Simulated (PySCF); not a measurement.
**Arsenic: a sound run and one with changed settings**

Sound run: As [Ar] 3d10 4s2 4p3, As⁺ [Ar] 3d10 4s2 4p2. Computed with PySCF 2.14 in def2-SVP, with no relativity, point nucleus. In the sound run the correlated levels freeze [Ar] 3d10. The sound run starts from symmetry-adapted Hartree-Fock orbitals and uses a fine grid where one is needed.

Changed run: the spin-free X2C one-electron Hamiltonian (Gaussian nucleus). This setting is unsound on purpose.

| species | method | sound run (hartree) | changed run (hartree) | converged |
| --- | --- | --- | --- | --- |
| As | UHF | -2233.91692 | -2253.33604 | yes |
| As | PBE | -2235.19489 | -2254.61190 | yes |
| As | LDA | -2232.23632 | -2251.65186 | yes |
| As | MP2 | -2233.97328 | -2253.39222 | yes |
| As | CCSD(T) | -2233.98906 | -2253.40777 | yes |
| As⁺ | UHF | -2233.56916 | -2252.98903 | yes |
| As⁺ | PBE | -2234.83166 | -2254.24931 | yes |
| As⁺ | LDA | -2231.86785 | -2251.28406 | yes |
| As⁺ | MP2 | -2233.61327 | -2253.03294 | yes |
| As⁺ | CCSD(T) | -2233.63096 | -2253.05025 | yes |

Ionisation energy of As:

```csv
method,sound run (eV),changed run (eV)
UHF,9.463,9.443
PBE,9.884,9.867
LDA,10.026,10.008
MP2,9.796,9.776
SCS-MP2,9.676,9.656
CCSD,9.739,9.724
CCSD(T),9.744,9.729
```

Most of the change in total energy is the relativistic energy itself. On top of that the contraction fixes the core shape for the Hamiltonian it was made with, so the changed run is not a good calculation with the other Hamiltonian either.

For comparison, NIST gives 9.789 eV between the lowest levels.
